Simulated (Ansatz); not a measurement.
Total energies of Si₁₇H₂₅, a doped nanocrystal cut from the lattice of silicon (interstitial H) from Ansatz at PBE0-D4/def2-TZVP, gas phase (1 Eh = 27.2114 eV = 2625.5 kJ/mol). The reference geometry is relaxed at PBE-D4/def2-SVP.

Cartesian coordinates in Å:
```
Si -2.274 2.449 2.911
Si -1.677 2.416 -1.374
Si 3.822 -1.243 0.013
Si 1.416 0.498 -2.513
Si 0.741 0.564 1.106
Si -2.856 -0.717 0.725
Si 0.248 -2.711 -0.564
Si -2.137 -0.962 -3.021
Si 0.006 1.863 2.998
Si 2.989 0.130 1.734
Si 0.555 1.908 -0.835
Si -3.618 0.547 2.557
Si -2.962 0.445 -1.320
Si 3.655 -0.070 -2.031
Si 2.510 -3.205 -0.103
Si 0.118 -1.480 -2.579
Si -0.638 -1.368 1.154
H -2.676 3.108 4.209
H -2.491 3.441 1.800
H -1.698 2.938 -2.792
H -2.248 3.481 -0.473
H 5.267 -1.635 0.242
H 1.340 1.159 -3.875
H -3.707 -1.960 0.588
H -0.540 -3.994 -0.730
H -2.259 -0.260 -4.352
H -2.953 -2.230 -3.073
H 0.879 3.092 3.088
H 0.261 1.013 4.219
H 3.741 1.432 1.860
H 3.000 -0.552 3.081
H 1.380 3.162 -0.655
H -5.058 0.957 2.366
H -3.536 -0.317 3.792
H -4.407 0.789 -1.600
H 4.500 1.179 -1.972
H 4.196 -0.940 -3.141
H 3.053 -4.089 -1.200
H 2.615 -3.967 1.197
H 0.653 -2.349 -3.696
H -0.530 -2.003 2.523
H 1.319 -0.520 -0.264
```

```tsv
state	geometry	energy (Eh)
charge 0 doublet	reference	-4934.68292
charge 1 singlet	reference	-4934.41769
charge -1 singlet	reference	-4934.78850
free Si atom (triplet)	–	-289.24943
free H atom (doublet)	–	-0.50104
```

Single mean-field runs in def2-TZVP are fitted with def2-universal-jkfit.

(1) Work out the vertical ionisation energy to the singlet.

(2) Work out the vertical electron affinity, to the singlet.

(3) Give the fundamental gap IE − EA, the Mulliken electronegativity (IE + EA)/2 and the hardness (IE − EA)/2.

(4) What is the binding energy per atom against free atoms?

(1) E(charge 1 singlet) − E(charge 0 doublet) = -4934.41769 − (-4934.68292) = 0.26523 Eh = 7.22 eV. For comparison, −ε of the highest occupied level of the spin that leaves is 6.11 eV at this level, 1.11 eV less.

(2) E(charge 0 doublet) − E(charge -1 singlet) = -4934.68292 − (-4934.78850) = 0.10558 Eh = 2.87 eV. The basis lacks diffuse functions, which makes affinities too small.

(3) From the values in Eh: IE − EA = 0.26523 − 0.10558 = 0.15965 Eh = 4.34 eV; (IE + EA)/2 = 5.05 eV; (IE − EA)/2 = 2.17 eV.

(4) Atoms: 17 × (-289.24943) + 25 × (-0.50104) = -4929.76631 Eh. Binding: -4929.76631 − (-4934.68292) = 4.91661 Eh = 133.79 eV, or 3.19 eV for each of 42 atoms (no zero-point energy, no counterpoise term).
